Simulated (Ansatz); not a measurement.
Stepwise reaction of `[CH3][Al]([Br])[Br]` with ammonia, as a gas-phase model of exchange steps in deposition or etching. ΔE in kJ/mol.

Isolated molecules relaxed with PBE0-D4/def2-TZVP in Ansatz; ΔE leaves out vibrations. CCSD(T)/CBS adds triple-zeta CCSD(T) − MP2 to the extrapolated MP2 energy (def2 sets, frozen cores). This one scheme is used for every species. DFT in def2-TZVPP. B3LYP here is the variant with VWN-RPA as its local correlation; programs differ in this. For Br outer-core shells are correlated without core-valence functions, which leaves a few kJ/mol of doubt a bond. Scalar relativity is left out up to krypton. One conformer a species, not always the lowest.

```json
{"step": "1", "reaction": "`[CH3][Al]([Br])[Br]` + NH₃ → `[CH3][Al]([NH2])[Br]` + HBr", "PBE-D4": "69.0", "B3LYP-D4": "65.4", "ωB97M-V": "67.4", "CCSD(T)/CBS": "71.0"}
```

Problem. Give the row of step 2, `[CH3][Al]([NH2])[Br]` + NH₃ → `[CH3][Al]([NH2])[NH2]` + HBr. (Best estimate.)

Solution. Computed: 
| step | reaction | PBE-D4 | B3LYP-D4 | ωB97M-V | CCSD(T)/CBS |
| --- | --- | --- | --- | --- | --- |
| 2 | `[CH3][Al]([NH2])[Br]` + NH₃ → `[CH3][Al]([NH2])[NH2]` + HBr | 87.8 | 84.6 | 87.5 | 88.3 |

Problem. By hand: ΔE of the 2 steps together at CCSD(T)/CBS.

Solution. (71.0) + (88.3) = 159.3 kJ/mol, or 79.7 kJ/mol a step.

In ΔE each step is higher than the one before. All are uphill at CCSD(T)/CBS. PBE-D4 differs from CCSD(T)/CBS by -2.0 to -0.5 kJ/mol a step. Isolated molecules leave out the surface, adducts and barriers. Largest T1 diagnostic: 0.010.
